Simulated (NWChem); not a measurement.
System: SiO₂ anion, doublet; SMILES of the neutral closed-shell parent O=[Si]=O

The following NWChem deck was run.

```
start job
memory heap 200 mb stack 900 mb global 1100 mb
charge -1
geometry units angstroms noautosym nocenter noautoz
  O      1.475901     0.000000    -0.273780
  Si     0.000000     0.000000     0.293347
  O     -1.475901     0.000000    -0.273780
end
basis spherical
  * library def2-svpd
end
dft
  odft
  mult 2
  xc xpbe96 cpbe96
  iterations 150
end
cosmo
  do_cosmo_smd true
  solvent acetone
end
task dft energy
```

NWChem printed, in part:

```
             Northwest Computational Chemistry Package (NWChem) 7.3.0
             --------------------------------------------------------

                             Geometry "geometry" -> ""
                             -------------------------

 Output coordinates in angstroms (scale by  1.889725989 to convert to a.u.)

  No.       Tag          Charge          X              Y              Z
 ---- ---------------- ---------- -------------- -------------- --------------
    1 O                    8.0000     1.47590100     0.00000000    -0.27378000
    2 Si                  14.0000     0.00000000     0.00000000     0.29334700
    3 O                    8.0000    -1.47590100     0.00000000    -0.27378000

 Effective nuclear repulsion energy (a.u.)      86.4432562112

  pbe96 is a nonlocal functional; adding pw91lda local functional.

                                 NWChem DFT Module
                                 -----------------

 Summary of "ao basis" -> "ao basis" (spherical)
 ------------------------------------------------------------------------------
       Tag                 Description            Shells   Functions and Types
 ---------------- ------------------------------  ------  ---------------------
 O                         def2-svpd                 9       23   4s3p2d
 Si                        def2-svpd                10       24   5s3p2d

 in cosmo_initialize ...
 calling solv_data for solv:acetone

 solvent parameters
 solvname_short: acetone
 solvname_long:  acetone
 dielec:       20.4930
 dielecinf:     1.8463
 nonaqueous SMD model solvent descriptors
 dielec:       20.4930
 sola:          0.0400
 solb:          0.4900
 solc:          0.0000
 solg:         33.7700
 solh:          0.0000
 soln:          1.3588

          ---------------
          -cosmo- solvent
          ---------------
 Cosmo: York-Karplus, doi: 10.1021/jp992097l
 dielectric constant -eps-     =  20.49
 screen = (eps-1)/(eps    )    =   0.95120
 surface charge correction     = lagrangian

   van der Waals surface
 --------------------------

[...]

                                COSMO-SMD solvation results
                                ---------------------------

             internal energy in gas <Psi(g)|H|Psi(g)> =      -439.530464587410
         internal energy in solvent <Psi(s)|H|Psi(s)> =      -439.529925030995
                               delta internal energy  =         0.000539556415 (    0.34 kcal/mol)
   total free energy in solvent <Psi(s)|H+V/2|Psi(s)> =      -439.615759363959
 polarization energy contribution <Psi(s)|V/2|Psi(s)> =        -0.085834332964 (  -53.86 kcal/mol)
    total free energy in solvent including G(SMD-CDS) =      -439.618659813172
                       G(SMD-CDS) energy contribution =        -0.002900449213 (   -1.82 kcal/mol)
     1 M fixed-concentration free energy of solvation =        -0.088195225762 (  -55.34 kcal/mol)

                    DFT Final Alpha Molecular Orbital Analysis
                    ------------------------------------------

 Vector   14  Occ=1.000000D+00  E=-2.176811D-01
              MO Center= -1.3D-03,  2.0D-10, -2.3D-01, r^2= 2.8D+00
   Bfn.  Coefficient  Atom+Function         Bfn.  Coefficient  Atom+Function
  ----- ------------  ---------------      ----- ------------  ---------------
     6      0.432870  1 O  py                53     -0.433205  3 O  py
     9      0.287283  1 O  py                56     -0.287514  3 O  py
    38      0.112324  2 Si d -2              12      0.093195  1 O  py
    59     -0.093289  3 O  py                43      0.039677  2 Si d -2

 Vector   15  Occ=1.000000D+00  E=-2.116783D-01
              MO Center= -1.1D-03, -1.2D-10, -1.8D-01, r^2= 2.9D+00
   Bfn.  Coefficient  Atom+Function         Bfn.  Coefficient  Atom+Function
  ----- ------------  ---------------      ----- ------------  ---------------
     7      0.361483  1 O  pz                54     -0.361668  3 O  pz
    10      0.254555  1 O  pz                57     -0.254686  3 O  pz
     5      0.246895  1 O  px                52      0.247109  3 O  px
     8      0.136445  1 O  px                55      0.136583  3 O  px
    41     -0.118575  2 Si d  1              13      0.095486  1 O  pz

 Vector   16  Occ=1.000000D+00  E=-1.475256D-01
              MO Center= -2.0D-04,  8.2D-10,  4.6D-01, r^2= 3.1D+00
   Bfn.  Coefficient  Atom+Function         Bfn.  Coefficient  Atom+Function
  ----- ------------  ---------------      ----- ------------  ---------------
    27     -0.277287  2 Si s                  7      0.271759  1 O  pz
    54      0.271872  3 O  pz                28     -0.266136  2 Si s
    37     -0.246817  2 Si pz                34     -0.224926  2 Si pz
    26     -0.221625  2 Si s                 25     -0.169494  2 Si s
     5     -0.166608  1 O  px                52      0.166618  3 O  px

 Vector   17  Occ=0.000000D+00  E=-2.023079D-02
              MO Center= -4.2D-05,  1.1D-09,  5.0D-01, r^2= 3.0D+00
   Bfn.  Coefficient  Atom+Function         Bfn.  Coefficient  Atom+Function
  ----- ------------  ---------------      ----- ------------  ---------------
    36      0.658919  2 Si py                33      0.337821  2 Si py
     6     -0.281051  1 O  py                53     -0.281087  3 O  py
     9     -0.259039  1 O  py                56     -0.259071  3 O  py
    44      0.240265  2 Si d -1              30     -0.175166  2 Si py
    39      0.089493  2 Si d -1

[...]
```

Level: PBE/def2-SVPD, spin-unrestricted, SMD on the gas-phase geometry. In the optimisation the excess spin sits in a1 (C2v, its own frame). Structure relaxed at the B3LYP/def2-SVPD, spin-unrestricted level. The spin multiplicity was typed, not searched, and may not be the lowest. No stability test was run on the SCF state. Solvent: acetone.
